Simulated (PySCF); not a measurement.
O₄Os, triplet (typed; the unrestricted solution is spin-contaminated), at a GFN2-xTB geometry (such geometries of metal compounds can be far from the true shape) (the multiplicity is a formal guess) (core potentials on Os); HF/def2-SVP (PySCF).

PySCF was given this input:
```python
from pyscf import gto, scf

mol = gto.M(
    atom='''
Os   -0.00000000   -0.00000000   -0.00000000
O     1.25562739    0.85403793   -0.68566191
O     0.90693264   -1.04343838    0.92995844
O    -1.13864707   -1.09252818   -0.53476929
O    -1.02391295    1.28192863    0.29047276
''',
    basis='def2-svp',
    ecp={'Os': 'def2-svp'},
    spin=2,
    verbose=4,
)

mf = scf.UHF(mol)
mf.level_shift = 0.5
mf.max_cycle = 100
mf.kernel()
```

Q: What does PySCF print? Leave out banner, timings and long lists.

A: 
```
PySCF version 2.14.0

[INPUT] verbose = 4
[INPUT] num. atoms = 5
[INPUT] num. electrons = 48
[INPUT] charge = 0
[INPUT] spin (= nelec alpha-beta = 2S) = 2
[INPUT] symmetry False subgroup None
[INPUT] Mole.unit = angstrom
[INPUT] Symbol           X                Y                Z      unit          X                Y                Z       unit  Magmom
[INPUT]  1 Os     0.000000000000   0.000000000000   0.000000000000 AA    0.000000000000   0.000000000000   0.000000000000 Bohr   0.0
[INPUT]  2 O      1.255627390000   0.854037930000  -0.685661910000 AA    2.372791881602   1.613897787690  -1.295713223946 Bohr   0.0
[INPUT]  3 O      0.906932640000  -1.043438380000   0.929958440000 AA    1.713854303029  -1.971812766060   1.757366758828 Bohr   0.0
[INPUT]  4 O     -1.138647070000  -1.092528180000  -0.534769290000 AA   -2.151731114838  -2.064579043570  -1.010567497928 Bohr   0.0
[INPUT]  5 O     -1.023912950000   1.281928630000   0.290472760000 AA   -1.934915050895   2.422494021939   0.548913963047 Bohr   0.0

nuclear repulsion = 238.37152581973
number of shells = 36
number of NR pGTOs = 153
number of NR cGTOs = 88
basis = def2-svp
ecp = {'Os': 'def2-svp'}

******** <class 'pyscf.scf.uhf.UHF'> ********
method = UHF
initial guess = minao
damping factor = 0
level_shift factor = 0.5
DIIS = <class 'pyscf.scf.diis.CDIIS'>
diis_start_cycle = 1
diis_space = 8
diis_damp = 0
SCF conv_tol = 1e-09
SCF conv_tol_grad = None
SCF max_cycles = 100
direct_scf = True
direct_scf_tol = 1e-13
number electrons alpha = 25  beta = 23
Set gradient conv threshold to 3.16228e-05
init E= -376.208796628991

cycle= 1 E= -388.501484677977  delta_E= -12.3  |g|= 0.841  |ddm|= 6.02
cycle= 2 E= -388.659457815005  delta_E= -0.158  |g|= 0.296  |ddm|= 0.815
cycle= 3 E= -388.70321253476  delta_E= -0.0438  |g|= 0.103  |ddm|= 0.279
cycle= 4 E= -388.712692352922  delta_E= -0.00948  |g|= 0.0568  |ddm|= 0.151
cycle= 5 E= -388.717981374961  delta_E= -0.00529  |g|= 0.0359  |ddm|= 0.108
cycle= 6 E= -388.721344554107  delta_E= -0.00336  |g|= 0.023  |ddm|= 0.0817
cycle= 7 E= -388.722873191796  delta_E= -0.00153  |g|= 0.0159  |ddm|= 0.0541
cycle= 8 E= -388.723814564375  delta_E= -0.000941  |g|= 0.0109  |ddm|= 0.0499
cycle= 9 E= -388.724257467854  delta_E= -0.000443  |g|= 0.0077  |ddm|= 0.0365
cycle= 10 E= -388.724486910255  delta_E= -0.000229  |g|= 0.00571  |ddm|= 0.0277
cycle= 11 E= -388.724618226023  delta_E= -0.000131  |g|= 0.00419  |ddm|= 0.0222
cycle= 12 E= -388.724691738077  delta_E= -7.35e-05  |g|= 0.00325  |ddm|= 0.0181
cycle= 13 E= -388.724727460244  delta_E= -3.57e-05  |g|= 0.00238  |ddm|= 0.013
cycle= 14 E= -388.724745198651  delta_E= -1.77e-05  |g|= 0.00183  |ddm|= 0.0106
cycle= 15 E= -388.724751062704  delta_E= -5.86e-06  |g|= 0.00124  |ddm|= 0.0062
cycle= 16 E= -388.72475297631  delta_E= -1.91e-06  |g|= 0.00072  |ddm|= 0.00332
cycle= 17 E= -388.724753619856  delta_E= -6.44e-07  |g|= 0.000449  |ddm|= 0.00174
cycle= 18 E= -388.72475392864  delta_E= -3.09e-07  |g|= 0.000279  |ddm|= 0.0011
cycle= 19 E= -388.724754050663  delta_E= -1.22e-07  |g|= 0.000173  |ddm|= 0.000633
cycle= 20 E= -388.724754111715  delta_E= -6.11e-08  |g|= 9.64e-05  |ddm|= 0.000396
cycle= 21 E= -388.724754135149  delta_E= -2.34e-08  |g|= 5.54e-05  |ddm|= 0.000262
cycle= 22 E= -388.724754144061  delta_E= -8.91e-09  |g|= 3.64e-05  |ddm|= 0.000175
cycle= 23 E= -388.724754147137  delta_E= -3.08e-09  |g|= 2.53e-05  |ddm|= 9.97e-05
cycle= 24 E= -388.724754148773  delta_E= -1.64e-09  |g|= 1.74e-05  |ddm|= 6.93e-05
cycle= 25 E= -388.724754149623  delta_E= -8.5e-10  |g|= 1.37e-05  |ddm|= 4.4e-05
Extra cycle  E= -388.724754150351  delta_E= -7.28e-10  |g|= 1.73e-05  |ddm|= 3.76e-05
converged SCF energy = -388.724754150351  <S^2> = 2.2961376  2S+1 = 3.1913243
```
